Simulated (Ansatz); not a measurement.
System: sum formula CrO$_{2}$Cl, charge 1, multiplicity 1. 
Structure (B3LYP-D3(BJ)/def2-TZVP (Ansatz, a quantum-chemistry and plane-wave program) minimum search):
```
Cr
O 1 1.5338
O 1 1.5338 2 108.58
Cl 1 2.0599 2 111.13 3 122.53
```
Charge +1, spin multiplicity 1.

Parts of the frozen-core correlation energy in def2-TZVPP (Ansatz, hartree). Frozen orbitals: 16; correlated occupied orbitals by spin: 12 and 12; virtual: 140 and 140. No spin-orbit coupling. No relativistic terms. The restricted reference is unstable. The program attaches cautions to this run: large difference.

```csv
term,value
reference (HF),-1651.98915
MP2 opposite-spin,-0.85421
MP2 same-spin,…
CCSD correlation,…
(T),…
T1 diagnostic,0.068
largest doubles amplitude,0.097
```

**Question.** Complete the blanks.

**Answer.** 
- MP2 same-spin, value: -0.37832
- CCSD correlation, value: -1.04935
- (T), value: -0.10588
